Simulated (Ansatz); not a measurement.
BiH₃. The state is a triplet with charge 0. Geometry PBE-D4/def2-TZVP, that of the neutral singlet; atoms count from 1.

```csv
atom,x (Å),y (Å),z (Å)
Bi1,-0.760,-0.091,0.171
H2,0.597,-1.036,0.898
H3,0.187,1.430,0.395
H4,-0.023,-0.303,-1.464
```

In the def2 sets Bi takes a core potential; there is no spin–orbit coupling. At PBE0-D4/def2-TZVP a singlet of charge 0 lies 5.29 eV below the triplet at the same geometry.

**Question.** Estimate the Mulliken populations from the PBE0/def2-TZVP orbitals of Ansatz.

**Answer.** 
| atom | charge (e) | spin (α − β) |
| --- | --- | --- |
| Bi1 | 0.05 | 1.30 |
| H2 | 0.00 | 0.02 |
| H3 | -0.05 | 0.67 |
| H4 | 0.00 | 0.02 |
Mulliken values depend strongly on the basis.

**Question.** Where does the spin sit?

**Answer.** Summed by element: Bi 1.30, H 0.70, of 2 unpaired in all. Largest on single atoms: Bi1 1.30, H3 0.67, H2 0.02.
